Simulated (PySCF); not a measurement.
# Chlorine: a sound run and one with changed settings

Sound run: Cl⁺ [Ne] 3s2 3p4, Cl²⁺ [Ne] 3s2 3p3. Calculation: PySCF 2.14, in aug-cc-pVDZ-DK (5s4p2d, 27 functions); scalar relativity by spin-free X2C-1e. In the sound run the correlated levels freeze [Ne]. The sound run starts from symmetry-adapted Hartree-Fock orbitals and uses a fine grid where one is needed.

Changed run: no relativity, point nucleus. This setting is unsound on purpose.

```
species   method  sound run (hartree)  changed run (hartree)  converged
    Cl⁺      UHF           -460.44602             -458.67861        yes
    Cl⁺   M06-2X           -461.07443             -459.30757        yes
    Cl⁺     MN15           -461.14113             -459.37631        yes
    Cl⁺      MP2           -460.53683             -458.76948        yes
    Cl⁺  CCSD(T)           -460.55801             -458.79078        yes
   Cl²⁺      UHF           -459.61879             -457.85062        yes
   Cl²⁺   M06-2X           -460.20111             -458.43366        yes
   Cl²⁺     MN15           -460.26483             -458.49907        yes
   Cl²⁺      MP2           -459.69047             -457.92243        yes
   Cl²⁺  CCSD(T)           -459.71025             -457.94234        yes
```

Ionisation energy of Cl⁺:

| method | sound run (eV) | changed run (eV) |
| --- | --- | --- |
| UHF | 22.510 | 22.531 |
| M06-2X | 23.764 | 23.780 |
| MN15 | 23.845 | 23.871 |
| MP2 | 23.031 | 23.050 |
| SCS-MP2 | 23.050 | 23.069 |
| CCSD | 23.053 | 23.071 |
| CCSD(T) | 23.069 | 23.087 |

Most of the change in total energy is the relativistic energy itself. On top of that the contraction fixes the core shape for the Hamiltonian it was made with, so the changed run is not a good calculation with the other Hamiltonian either.

For comparison, NIST gives 23.814 eV between the lowest levels.
